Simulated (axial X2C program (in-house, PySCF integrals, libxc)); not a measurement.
Density and ELF of AlTi

Calculated with an in-house relativistic program for diatomic molecules. Two-component (2c) means X2C with spin–orbit coupling and atomic mean-field two-electron Coulomb and Gaunt terms. Basis: Ti dyall-cv3z [10s10p6d4f2g], Al dyall-v3z [8s8p2d1f] (cores contracted in-house); Gaussian nuclei, density fitting, unrestricted open shells. Masses: Ti 47.948 u, Al 26.982 u.

PBE0, two-component, state Ω = 1/2 (⟨Sz⟩ = 2.50, ⟨Lz⟩ = -2.00 at PBE0); Ti at z = 0, Al at z = 2.494 Å.

The maps cover the half plane through the axis: z from -2.4 to 4.8 Å along the bond, ρ from 0.15 to 2.25 Å away from it (steps of 0.3 Å, the bottom row nearest the axis).

log10 of the density in e/bohr³:

digits 0 to 9 span -4.04 to 1.40 evenly
```
0001111222222222222111000
0011122222222222222221110
0111222333333333333322110
0112233333333334433332211
1122334444444444444433221
1122345565544444544443321
1223346777654445665443322
1223456797655457986443322
```

Electron localisation function (collinear form, no current term, damped to 0 at low density):

digits 0 to 9 span 0.00 to 1.00 evenly
```
0001123344444444444331000
0011223444556666666654210
0111222334456777788877531
1121111222356788888988752
1221101232236786568999875
2321112575225751002799986
3432236887524611650399987
3443368282844407684189997
```

Axial spin density in 10⁻³ e/bohr³:

digits 0 to 9 span -14.82 to 14.82 evenly, values beyond are clipped
```
5555555555555555555555555
5555555556665555555555555
5555556667666666655555555
5555567788877776666655555
5555668999999877777766555
5556689999999987677776555
5556899999999975457886655
5557999999999964995887655
```

One determinant describes the state; a PBE0 search over occupations chose it and may have missed a lower one. Density functionals use the spin component along the axis (collinear). PBE0 can misorder states that lie within some tenths of an eV, so this need not be the ground state of the molecule. The nearest other 2c determinant of the search, Ω = 9/2, lies 0.02 eV up at the distance of the search. Without a current term, density functionals place determinants with orbital angular momentum somewhat too high. The spin of this state cannot come from the lowest atoms; the curve heads to a higher limit, and no De is given. With several unpaired electrons one determinant need not be a pure state.
